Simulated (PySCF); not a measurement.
Species: C₆H₇O₃P.
SMILES: `COC(=O)c1ocpc1C`

Computed with TDDFT B3LYP/def2-SVPD, vertical, gas phase, core orbitals frozen in the response (PySCF). One conformer (not necessarily the lowest) at the PBE0-D3(BJ)/def2-SVP geometry, without solvent, vibrations or thermal averaging. Torsions of this conformer, `[CH3:1][O:2][C:3](=[O:4])[c:5]1[o:6][cH:7][p:8][c:9]1[CH3:10]`: C1–O2–C3–O4 0°, O2–C3–C5–O6 0°.

| state | E (eV) | E (kJ/mol) | λ (nm) | f | main configurations (H = HOMO, L = LUMO) |
| --- | --- | --- | --- | --- | --- |
| S1 | 4.82 | 465 | 257.5 | 0.131 | H→L (64%), H-1→L (17%), H→L+1 (16%) |
| S2 | 4.97 | 479 | 249.5 | 0.0003 | H-2→L (84%) |
| S3 | 5.12 | 494 | 242.0 | 0.108 | H-1→L (50%), H→L (31%), H→L+1 (17%) |
| S4 | 5.37 | 519 | 230.7 | 0.0017 | H-3→L (89%), H-2→L (9%) |
| S5 | 5.92 | 571 | 209.6 | 0.314 | H→L+1 (52%), H-1→L (28%), H-1→L+1 (12%) |
| S6 | 6.11 | 590 | 202.9 | 0.121 | H-1→L+1 (82%), H→L+1 (11%) |
| S7 | 6.16 | 594 | 201.3 | 0.0002 | H→L+2 (66%), H→L+3 (20%) |
| S8 | 6.19 | 597 | 200.4 | 0.0050 | H-2→L+1 (79%) |
| S9 | 6.39 | 617 | 194.0 | 0.0031 | H-3→L+1 (79%) |
| S10 | 6.40 | 617 | 193.9 | 0.023 | H-4→L (96%) |

Triplets, Tamm–Dancoff:

| state | E (eV) | λ (nm) | main configurations (H = HOMO, L = LUMO) |
| --- | --- | --- | --- |
| T1 | 3.20 | 387.4 | H→L (85%), H→L+1 (10%) |
| T2 | 3.98 | 311.9 | H-1→L (63%), H→L+1 (32%) |
| T3 | 4.53 | 274.0 | H→L+1 (54%), H-1→L (31%), H→L (10%) |
| T4 | 4.60 | 269.3 | H-2→L (77%), H-3→L (9%) |

The lowest singlet comes at 257 nm (465 kJ/mol) in the ultraviolet; it is of moderate strength; its leading configuration is HOMO→LUMO (64%). The most intense listed level is S5 at 5.92 eV (210 nm, f = 0.314), 1.10 eV above S1. S9/S10 lie within about 0.01 eV of each other. Löwdin shares by element: HOMO carbon 49% or more, phosphorus 24%, oxygen 8% or more (atoms not listed hold the other 19%); LUMO carbon 32% or more, oxygen 26% or more (atoms not listed hold the other 43%). The listed states span 1.58 eV, and the widest gap between neighbours is 0.54 eV (S4 to S5). The oscillator strengths of these states sum to 0.707; summed over the whole spectrum of an exact calculation they would give the number of electrons, 82 (Thomas–Reiche–Kuhn). Orbital energies (eV): HOMO-3 -8.27, HOMO-2 -8.05, HOMO-1 -7.62, HOMO -6.96, LUMO -1.78, LUMO+1 -0.96, LUMO+2 0.28. All these states lie below the vertical ionisation energy of 8.94 eV (ΔSCF). Only the lowest 10 singlets were computed, as vertical energies without vibronic structure.
